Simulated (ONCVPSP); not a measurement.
What one change does to a pseudopotential (K (Z = 19), ONCV)

ONCVPSP 4.0.1 input, shortened (lines: element, Z, core and valence counts, functional; n l f; lmax; l rc ep ncon nbas qcut; lloc lpopt rc5 dvloc0; l nproj debl; icmod fcfact rcfact), LDA (Perdew-Wang 92), scalar-relativistic:

```
  K 19.00    3    3  -001012      upf
    1    0    2.00
    2    0    2.00
    2    1    6.00
    3    0    2.00
    3    1    6.00
    4    0    1.00
    3
    0    2.35    0.00    5    9    4.90
    1    1.85    0.00    3    6    7.50
    2    2.10    0.22    4    9    4.60
    3    2.35    0.32    4    7    4.10
    4    5    1.35    2.00
    0    2    3.90
    1    1    0.90
    2    2    1.70
    3    2    1.70
    3    3.00    1.80
```

Change: all radii but the core radius scaled by about 1.19 (s 2.78, p 2.20, d 2.50, f 2.78 bohr); local potential polynomial inside 1.60 bohr (lpopt 5, dvloc0 2 Ha).

Cutoffs: the cutoffs (Ha) at which the residual kinetic energy of the hardest occupied pseudo-wave falls to 1 and 0.1 mHa per electron; they do not see the model core or the augmentation charge, which bear on the density cutoff. Errors are all-electron minus pseudo energies relative to the spin-unpolarised reference configuration.

Q: Predict the effect on cutoff, ghosts and configuration errors.

A: The potential gets neither clearly harder nor softer (12 Ha and 16 Ha → 12 Ha and 15 Ha); of the 4 tests that both files solve, the error grows in 1 and shrinks in 1 by more than 15 % and 0.3 meV (median size 1.8 → 0.7 meV); neither file shows a bound ghost.

```csv
quantity,base,changed
"cutoff, loose",12 Ha,12 Ha
"cutoff, tight",16 Ha,15 Ha
loose cutoff by channel,"s 4.6 Ha, p 12 Ha","s 4.9 Ha, p 12 Ha"
bound ghosts,none,none
GHOST(+) flags under 300 eV,none,none
"error for 3s2 3p6 4s0, meV [ΔE 4.40 eV]",-0.2,-0.3
"error for 3s2 3p6 4s0.5, meV [ΔE 1.71 eV]",-0.1,-0.1
"error for 3s2 3p6 4s0 4p1, meV [ΔE 1.63 eV]",+3.3,-1.1
"error for 3s1 3p6 4s1, meV [ΔE 41.84 eV]",-172,-259
"rms error of d²Exc/dni dnj with the model core, mHa",2.04,2.04
```

Base: The cutoffs count occupied waves only; projector 2 of the d channel, the hardest unoccupied one, needs 73 Ha at the loose tolerance. Changed file: The cutoffs count occupied waves only; projector 2 of the d channel, the hardest unoccupied one, needs 56 Ha at the loose tolerance.
